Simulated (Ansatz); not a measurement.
Ideal-gas functions of ClFH$_{2}$NY, SMILES `[NH2][Y]([F])[Cl]` at 600 K and 1 bar, from an Ansatz frequency run at PBE0-D4/def2-TZVP.

Molar mass 159.38 g/mol, point group Cs (symmetry number 1), electronic degeneracy 1, moments of inertia 109.619, 248.095, 357.714 u Å². Harmonic wavenumbers (cm⁻¹, unscaled): 50, 94, 127, 339, 352, 433, 559, 585, 590, 1551, 3532, 3616.

Use S(trans) = R[1.5 ln M + 2.5 ln T − 1.1517]; rotational temperatures θ = 24.2544 K / I; S(rot) = R[ln(√π/σ · √(T³/θAθBθC)) + 1.5]; for each mode x = 1.438777 ν̃/T, S = R[x/(eˣ − 1) − ln(1 − e⁻ˣ)] and H = RT x/(eˣ − 1); 1 cm⁻¹ = 0.0119627 kJ/mol; R = 8.31446 J/(mol·K).

Question: By hand: the entropy, in J/(mol·K).

Answer: Translation 186.6. Rotation: θ = 0.2213, 0.0978, 0.0678 K, giving 124.1. Vibration, mode by mode: 25.96, 20.72, 18.23, 10.26, 9.97, 8.37, 6.47, 6.15, 6.09, 0.97, 0.02, 0.01, in all 113.2. Electronic 0.0. Sum 423.9 J/(mol·K).

Question: By hand: H − E and G − E in kJ/mol, counted from the electronic energy.

Answer: Zero-point energy ½ × 11828 × 0.0119627 = 70.7; thermal vibration 30.1; translation, rotation and pV give 4 RT = 20.0. H − E = 120.8 kJ/mol, and G − E = 120.8 − 600 × 423.9/1000 = -133.5 kJ/mol.

Vibration gives 27 % of the entropy, 64.9 J/(mol·K) of it from the modes under 150 cm⁻¹: soft modes count most, and the harmonic formula is weakest for them. The sum counts one conformer and one mirror image; others add a mixing term.
